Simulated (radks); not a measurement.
Results of a calculation; reference values are marked as such.
Task: The mean radii <r> (bohr) of the occupied orbitals of an atom or ion are listed with their occupations. Code: a radial shooting solver on a logarithmic mesh with Libxc functionals. Model: Dirac Kohn-Sham, HCTH/407, spin-unpolarised, spherical densities, point nucleus.

| orbital | occ. | <r> |
|---|---|---|
| 1s1/2 | 2 | 0.04151 |
| 2s1/2 | 2 | 0.1832 |
| 2p1/2 | 2 | 0.1573 |
| 2p3/2 | 4 | 0.1613 |
| 3s1/2 | 2 | 0.5294 |
| 3p1/2 | 2 | 0.5321 |
| 3p3/2 | 4 | 0.5425 |
| 3d3/2 | 4 | 0.5497 |
| 3d5/2 | 6 | 0.5535 |
| 4s1/2 | 2 | 1.497 |
| 4p1/2 | 2 | 1.710 |
| 4p3/2 | 2 | 1.741 |

Name the element and its charge. Open shells, if any, fill j = l - 1/2 first.

Result: Z = 36, krypton, charge +2: Kr2+ in [Ar] 3d10 4s2 4p4. The 1s radius gives Z: for a bare nucleus <r> = (2 gamma + 1)/(2Z) with gamma = sqrt(1 - (Z/c)^2), 0.04069 bohr for Z = 36, and screening makes it slightly larger (0.04151 here). The occupations add up to 34, and the charge is Z minus that.
